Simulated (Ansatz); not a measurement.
LiCoO₂, relaxed as a quintet with UKS PBE0-D4/def2-TZVP in Ansatz, starting from the PBE0-D4/def2-TZVP geometry of the neutral singlet. Force threshold 0.02 eV/Å.

The relaxation made no stability test and no search for a lower SCF solution. The structure comes from a short search, and lower isomers may exist.

Start:

```xyz
4

Li   -0.866   -0.844    0.249
Co    0.691    0.674   -0.198
O     0.879   -0.881   -0.549
O    -0.704    1.051    0.499
```

**Question.** Estimate the energy that the relaxation releases and the steps that it takes.

**Answer.** 23.7 kJ/mol, in 5 steps; 8.5 s on 4 threads of Arm Neoverse V2 on a shared host. No frequencies were taken in this run, so the end may be a saddle point.

**Question.** Does the start keep its bonding and symmetry?

**Answer.** By distances, no bond broke or formed. The bond that changes most is Co2–O3, from 1.60 to 1.68 Å (atoms count from 1). Point group C2v at the start, C2v at the end, both within 0.05 Å.

**Question.** Predict the relaxed structure.

**Answer.** 
```csv
atom,x (Å),y (Å),z (Å)
Li1,-0.8546,-0.8332,0.2453
Co2,0.7383,0.7197,-0.2118
O3,0.8622,-0.9247,-0.5488
O4,-0.7459,1.0381,0.5153
```
Bond lengths (bridged metal pairs left out): 2 × Co–O 1.68 Å; 2 × Li–O 1.89 Å.
